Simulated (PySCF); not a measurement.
Fractional electron number in Nd⁺ (neodymium, charge +1)

The 6s alpha orbital of [Xe] 4f4 6s1 is emptied in steps (occupation f), with all orbitals relaxed, ending at [Xe] 4f4. Computed with PySCF 2.14 in def2-SVP with the def2 core potential (28 electrons) (10s6p4d3f1g, 78 functions), with scalar relativity through the core potential. The exact energy is a straight line in f; departures are measured from the line between the end points of the same method.

| f | UHF (eV) | LDA (eV) | PBE (eV) |
| --- | --- | --- | --- |
| 1 | 0.000 | 0.000 | 0.000 |
| 0.8 | 0.005 | -0.387 | -0.399 |
| 0.6 | 0.007 | -0.575 | -0.602 |
| 0.4 | 0.007 | -0.566 | -0.605 |
| 0.2 | 0.005 | -0.367 | -0.403 |
| 0 | 0.000 | 0.000 | 0.000 |

```
method  E(f=0) − E(f=1) (eV)  −ε at f=1 (eV)  −ε at f=0.4 (eV)
   UHF                10.110          10.141            10.104
   LDA                11.244           8.809            11.770
   PBE                11.051           8.569            11.543
```

Orbital energy along the path (eV):

```csv
f,UHF,LDA,PBE
1,-10.141,-8.809,-8.569
0.8,-10.128,-9.809,-9.545
0.6,-10.116,-10.801,-10.533
0.4,-10.104,-11.770,-11.543
0.2,-10.093,-12.687,-12.583
0,-10.082,-13.380,-13.361
```

Reference removal energy between the ground levels: 10.783 ± 0.02 eV (semi-empirical (NIST evaluation); NIST Atomic Spectra Database, ionization energies). The calculation has no spin-orbit coupling. UHF lacks correlation.
